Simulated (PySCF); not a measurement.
3,4-dimethylphosphinine, C7H9P.
SMILES: `Cc1ccpcc1C`

A linear-response calculation (PySCF, def2-SVPD basis, gas phase, vertical, core orbitals frozen in the response) gave these numbers; the functional is withheld.

Orbital energies (eV): HOMO-3 -11.00, HOMO-2 -9.46, HOMO-1 -9.22, HOMO -8.43, LUMO 0.38, LUMO+1 1.04, LUMO+2 2.22.

```json
{"state": "S1", "E (eV)": "4.77", "f": "0.0039", "main configurations (H = HOMO, L = LUMO)": "H→L+1 (54%), H-1→L (44%)"}
{"state": "S2", "E (eV)": "5.08", "f": "0.165", "main configurations (H = HOMO, L = LUMO)": "H→L (87%), H-1→L+1 (9%)"}
{"state": "S3", "E (eV)": "5.20", "f": "0.018", "main configurations (H = HOMO, L = LUMO)": "H-2→L (98%)"}
{"state": "S4", "E (eV)": "5.78", "f": "0.0000", "main configurations (H = HOMO, L = LUMO)": "H-2→L+1 (98%)"}
{"state": "S5", "E (eV)": "5.98", "f": "0.298", "main configurations (H = HOMO, L = LUMO)": "H-1→L (52%), H→L+1 (39%)"}
{"state": "S6", "E (eV)": "6.44", "f": "0.0000", "main configurations (H = HOMO, L = LUMO)": "H-3→L (97%)"}
```

Triplets (Tamm–Dancoff): T1 3.23 eV, H→L (92%); T2 4.18 eV, H→L+1 (67%), H-1→L (32%); T3 4.31 eV, H-2→L (96%); T4 4.43 eV, H-1→L (40%), H-1→L+1 (35%), H→L+1 (19%).

Vertical ionisation energy by ΔSCF with the same functional: 8.51 eV. Mean static polarisability: 107.6 au.

Question: Name the functional.
A. PBE
B. HF
C. B3LYP
D. wB97X-D

Answer: D. wB97X-D is range-separated, 22% exact exchange at short range and 100% at long range (ω = 0.2 bohr⁻¹). In this run −ε(HOMO) = 8.43 eV differs from the ΔSCF value by -0.07 eV, and S1 differs from the orbital gap of 8.82 eV by -4.05 eV. The ratio −ε(HOMO)/IP is 0.99. Usual ranges for neutral molecules in this basis: 0.89 to 0.99 with wB97X-D, 0.5 to 0.7 with PBE, 0.67 to 0.83 with B3LYP; with Hartree–Fock the ratio is 1 or more (Koopmans' value less the relaxation energy is the ΔSCF value). The other options: PBE, a GGA without exact exchange; HF, time-dependent Hartree–Fock, 100% exact exchange; B3LYP, a global hybrid with 20% exact exchange.

Computed with TDDFT wB97X-D/def2-SVPD, vertical, gas phase, core orbitals frozen in the response in PySCF 2.14.0, density-fitted response routines. Geometry: PBE0-D3(BJ)/def2-SVP; no solvent, vibrations or thermal averaging.

On one thread, Arm Neoverse V1 (aarch64), no GPU, shared host with 32 logical CPUs at a one-minute load of 7.7, this took 3.7 min of wall time (grids of density and orbitals included) and 1.3 GiB of memory at its peak.
